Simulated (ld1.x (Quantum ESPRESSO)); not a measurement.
Reading a pseudo-wave (Zr)

Columns: radius, all-electron u(r) and pseudo u(r) of the 4s shell (level -56.05 eV) of zirconium in the configuration [Ar] 3d10 4s2 4p6 4d2 5s1.75 5p0; PBE, scalar-relativistic, TM scheme, ld1.x (Quantum ESPRESSO) 7.5.

```csv
r (bohr),all-electron,pseudo
0.138,-0.2943,-0.0654
0.275,0.4432,-0.1465
0.413,0.4708,-0.2630
0.550,0.0010,-0.4296
0.688,-0.4994,-0.6456
0.825,-0.8417,-0.8635
0.963,-1.0138,-1.0125
1.100,-1.0504,-1.0502
1.238,-0.9993,-0.9993
1.375,-0.9004,-0.9004
1.513,-0.7809,-0.7809
1.650,-0.6601,-0.6601
1.788,-0.5465,-0.5465
1.925,-0.4465,-0.4465
2.062,-0.3606,-0.3606
2.200,-0.2883,-0.2883
2.338,-0.2288,-0.2288
2.475,-0.1810,-0.1810
2.613,-0.1422,-0.1422
2.750,-0.1115,-0.1115
2.888,-0.0871,-0.0871
3.025,-0.0679,-0.0679
3.162,-0.0529,-0.0529
3.300,-0.0410,-0.0410
3.438,-0.0317,-0.0317
3.575,-0.0245,-0.0245
```

Task: How many radial nodes do the two functions have?

Result: The all-electron 4s function has n − l − 1 = 3 (the table is too coarse to show those close to the nucleus); the pseudo-wave has 0, since the states of the same l below it are removed with the core.

Task: At about which radius was the pseudo-wave matched?

Result: 1.25 bohr. The columns agree to 0.0005 from 1.10 bohr on; several derivatives are matched, so the curves merge somewhat inside the radius.

Task: Where does each function peak?

Result: Outermost all-electron maximum near 1.10 bohr, pseudo maximum near 1.10 bohr (to the table’s step).

Task: Is the pseudo-wave norm-conserving?

Result: Yes: the TM scheme keeps the norm inside the radius equal to the all-electron one, which fixes the energy derivative of the logarithmic derivative at the level.
